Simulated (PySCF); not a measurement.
C$_{3}$H$_{7}$O (SMILES [CH2-]COC), charge -1, singlet, at a GFN2-xTB geometry (in this run its highest filled SCF level lies above zero, so its values depend strongly on the basis, on diffuse functions most of all), atoms displaced at random by about 0.03 Å a coordinate; TPSS/STO-3G, gradient (PySCF).

Here is a job for PySCF.
```python
from pyscf import gto, scf, dft

mol = gto.M(
    atom='''
O     0.00405601   -0.72298488   -0.03943314
C    -0.09129881    0.72260918    0.02121541
C     1.29319526   -1.18482343   -0.02084516
C    -1.52689475    1.17750360   -0.04214614
H     0.54697836    1.01162338    0.91864045
H     0.46325318    1.10396903   -0.85647567
H     1.25458906   -2.23919326   -0.07664045
H     1.81693143   -0.81641079   -0.88583698
H     1.86448953   -0.85736447    0.82114963
H    -1.95438762    1.10911593    0.96639496
H    -1.54754130    2.22465779   -0.27002597
''',
    basis='sto-3g',
    charge=-1,
    verbose=4,
)

mf = dft.RKS(mol)
mf.xc = 'tpss'
mf.kernel()
g = mf.nuc_grad_method()
grad = g.kernel()
```

The log (banner, timings and long lists left out):

```
PySCF version 2.14.0

[INPUT] verbose = 4
[INPUT] num. atoms = 11
[INPUT] num. electrons = 34
[INPUT] charge = -1
[INPUT] spin (= nelec alpha-beta = 2S) = 0
[INPUT] symmetry False subgroup None
[INPUT] Mole.unit = angstrom
[INPUT] Symbol           X                Y                Z      unit          X                Y                Z       unit  Magmom
[INPUT]  1 O      0.004056010000  -0.722984880000  -0.039433140000 AA    0.007664748058  -1.366243415402  -0.074517834832 Bohr   0.0
[INPUT]  2 C     -0.091298810000   0.722609180000   0.021215410000 AA   -0.172529746399   1.365533445297   0.040091314520 Bohr   0.0
[INPUT]  3 C      1.293195260000  -1.184823430000  -0.020845160000 AA    2.443784866986  -2.238991788668  -0.039391643423 Bohr   0.0
[INPUT]  4 C     -1.526894750000   1.177503600000  -0.042146140000 AA   -2.885412898536   2.225159314689  -0.079644661808 Bohr   0.0
[INPUT]  5 H      0.546978360000   1.011623380000   0.918640450000 AA    1.033639296464   1.911691129407   1.735978857447 Bohr   0.0
[INPUT]  6 H      0.463253180000   1.103969030000  -0.856475670000 AA    0.875421636534   2.086199116702  -1.618504448653 Bohr   0.0
[INPUT]  7 H      1.254589060000  -2.239193260000  -0.076640450000 AA    2.370829722276  -4.231462001372  -0.144829460563 Bohr   0.0
[INPUT]  8 H      1.816931430000  -0.816410790000  -0.885836980000 AA    3.433502789814  -1.542792798240  -1.673989283212 Bohr   0.0
[INPUT]  9 H      1.864489530000  -0.857364470000   0.821149630000 AA    3.523374573819  -1.620184037233   1.551747907988 Bohr   0.0
[INPUT] 10 H     -1.954387620000   1.109115930000   0.966394960000 AA   -3.693257343041   2.095925348092   1.826221802560 Bohr   0.0
[INPUT] 11 H     -1.547541300000   2.224657790000  -0.270025970000 AA   -2.924429223453   4.203993943980  -0.510275129820 Bohr   0.0

nuclear repulsion = 125.682644639822
number of shells = 19
number of NR pGTOs = 81
number of NR cGTOs = 27
basis = sto-3g
ecp = {}

******** <class 'pyscf.dft.rks.RKS'> ********
method = RKS
initial guess = minao
damping factor = 0
level_shift factor = 0
DIIS = <class 'pyscf.scf.diis.CDIIS'>
diis_start_cycle = 1
diis_space = 8
diis_damp = 0
SCF conv_tol = 1e-09
SCF conv_tol_grad = None
SCF max_cycles = 50
direct_scf = True
direct_scf_tol = 1e-13
XC library pyscf.dft.libxc version 7.1.2
    S. Lehtola, C. Steigemann, M. J. T. Oliveira, and M. A. L. Marques,  SoftwareX 7, 1–5 (2018)
XC functionals = tpss
    J. Tao, J. P. Perdew, V. N. Staroverov, and G. E. Scuseria,  Phys. Rev. Lett. 91, 146401 (2003)
    J. P. Perdew, J. Tao, V. N. Staroverov, and G. E. Scuseria,  J. Chem. Phys. 120, 6898 (2004)
    J. Tao, J. P. Perdew, V. N. Staroverov, and G. E. Scuseria,  Phys. Rev. Lett. 91, 146401 (2003)
    J. P. Perdew, J. Tao, V. N. Staroverov, and G. E. Scuseria,  J. Chem. Phys. 120, 6898 (2004)
radial grids:
    Treutler-Ahlrichs [JCP 102, 346 (1995); DOI:10.1063/1.469408] (M4) radial grids

becke partition: Becke, JCP 88, 2547 (1988); DOI:10.1063/1.454033
pruning grids: <function nwchem_prune>
grids dens level: 3
symmetrized grids: False
atomic radii adjust function: <function treutler_atomic_radii_adjust>
small_rho_cutoff = 0
Set gradient conv threshold to 3.16228e-05
Initial guess from minao.
tot grids = 125096
init E= -191.490354282048
  HOMO = -0.187166639510006  LUMO = 0.155103466543086  gap/eV = 9.31364
cycle= 1 E= -190.94172601394  delta_E= 0.549  |g|= 0.632  |ddm|= 4.03
  HOMO = 0.466488822976313  LUMO = 0.559300177975198  gap/eV = 2.52553
cycle= 2 E= -190.729164859401  delta_E= 0.213  |g|= 1.03  |ddm|= 2.94
  HOMO = 0.311157990811073  LUMO = 0.546876502695564  gap/eV = 6.41423
cycle= 3 E= -191.079255940138  delta_E= -0.35  |g|= 0.128  |ddm|= 2.15
  HOMO = 0.320370613690936  LUMO = 0.505102971374617  gap/eV = 5.02682
cycle= 4 E= -191.084571614139  delta_E= -0.00532  |g|= 0.0595  |ddm|= 0.376
  HOMO = 0.315583673979623  LUMO = 0.513250462905222  gap/eV = 5.37879
cycle= 5 E= -191.085756959595  delta_E= -0.00119  |g|= 0.0158  |ddm|= 0.123
  HOMO = 0.317713582451631  LUMO = 0.51380701009684  gap/eV = 5.33597
cycle= 6 E= -191.085831780725  delta_E= -7.48e-05  |g|= 0.00196  |ddm|= 0.0246
  HOMO = 0.317184545939053  LUMO = 0.513834144988441  gap/eV = 5.35111
cycle= 7 E= -191.085833653347  delta_E= -1.87e-06  |g|= 0.000269  |ddm|= 0.00564
  HOMO = 0.317219424760261  LUMO = 0.513816674659844  gap/eV = 5.34968
cycle= 8 E= -191.085833675532  delta_E= -2.22e-08  |g|= 0.000106  |ddm|= 0.000563
  HOMO = 0.317208954823859  LUMO = 0.513817178568756  gap/eV = 5.34998
cycle= 9 E= -191.085833679215  delta_E= -3.68e-09  |g|= 6.55e-06  |ddm|= 0.000166
  HOMO = 0.317210515466303  LUMO = 0.513816790798813  gap/eV = 5.34993
cycle= 10 E= -191.085833679235  delta_E= -1.99e-11  |g|= 4.82e-07  |ddm|= 1.75e-05
  HOMO = 0.317210528583866  LUMO = 0.513816861791999  gap/eV = 5.34993
Extra cycle  E= -191.085833679236  delta_E= -1.02e-12  |g|= 2.47e-07  |ddm|= 1.61e-06
converged SCF energy = -191.085833679236

******** <class 'pyscf.grad.rks.Gradients'> for <class 'pyscf.dft.rks.RKS'> ********
unit = Eh/Bohr
grid_response = False
--------------- RKS gradients ---------------
         x                y                z
0 O     0.0914925466     0.0415710356    -0.0047370111
1 C     0.0199153876    -0.0600091329    -0.0033934568
2 C    -0.0202371454    -0.0157233358     0.0132212032
3 C     0.0038499920     0.0381528425     0.0065488950
4 H    -0.0150830691     0.0031692789    -0.0096997507
5 H    -0.0114619833    -0.0116282711     0.0100861915
6 H    -0.0056215623     0.0498865241    -0.0017888325
7 H    -0.0319900935    -0.0077854034     0.0323366160
8 H    -0.0283720834    -0.0076949310    -0.0389978579
9 H     0.0026289422     0.0010532562    -0.0156072121
10 H    -0.0051437179    -0.0309669086     0.0120258731
----------------------------------------------
```
